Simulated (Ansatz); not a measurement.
[CoI(H2O)5]2+ (CoIO₅H₁₀²⁺). The state is a singlet with charge 2. Geometry r2SCAN-D4/def2-SVP, basis def2-TZVP, Ansatz.

```xyz
17

Co   -0.0916   -0.1618    0.1422
I    -1.0655   -1.8975    1.6808
O     0.7029    1.2569   -1.0772
H     0.2074    1.8965   -1.6170
H     1.6431    1.3410   -1.3116
O    -1.8181    0.5764   -0.2792
H    -2.0691    1.3187    0.3064
H    -2.5792   -0.0383   -0.2523
O     1.7110   -0.7681    0.4397
H     1.9958   -1.4595   -0.1909
H     1.9177   -1.1287    1.3253
O    -0.1717   -1.3776   -1.3447
H    -0.3884   -1.0241   -2.2283
H    -0.6412   -2.2291   -1.2356
O     0.0206    1.1125    1.5763
H    -0.1290    0.8280    2.4999
H     0.7555    1.7547    1.5664
```

```json
{"run": "A", "HOMO (eV)": "-14.22", "LUMO (eV)": "-13.65"}
{"run": "B", "HOMO (eV)": "-14.06", "LUMO (eV)": "-13.37"}
{"run": "C", "HOMO (eV)": "-15.29", "LUMO (eV)": "-12.18"}
{"run": "D", "HOMO (eV)": "-16.57", "LUMO (eV)": "-11.12"}
{"run": "E", "HOMO (eV)": "-14.33", "LUMO (eV)": "-13.19"}
```

In the def2 sets I takes a core potential; there is no spin–orbit coupling. The order of the spin states hangs on the level: the triplet lies 1.00 eV below the singlet at PBE0-D4/def2-TZVP, but 1.28 eV above it at LDA (SPW92)/def2-TZVP. The triplet is doubtful at PBE0-D4/def2-TZVP (⟨S²⟩ 3.00, where a pure state has 2.00). The triplet is doubtful at LDA (SPW92)/def2-TZVP (⟨S²⟩ 2.60, where a pure state has 2.00).

Question: The runs used CAM-B3LYP, LDA (SPW92), PBE, PBE0, r2SCAN. Estimate which is which.

Answer: A LDA (SPW92) (0 % exact exchange); B PBE (0 % exact exchange); C PBE0 (25 % exact exchange); D CAM-B3LYP (range-separated); E r2SCAN (0 % exact exchange). Exact exchange lowers occupied and raises empty levels; among semilocal functionals meta-GGAs tend to open the gap a little, and such runs are hard to tell apart. The gap grows from 0.57 eV (LDA (SPW92)) to 5.44 eV (CAM-B3LYP). The restricted singlet is unstable towards broken spin symmetry in Hartree–Fock (as tested in another run); at LDA (SPW92)/def2-TZVP, PBE-D4/def2-TZVP, PBE0-D4/def2-TZVP, CAM-B3LYP-D4/def2-TZVP and others this wasn't settled.
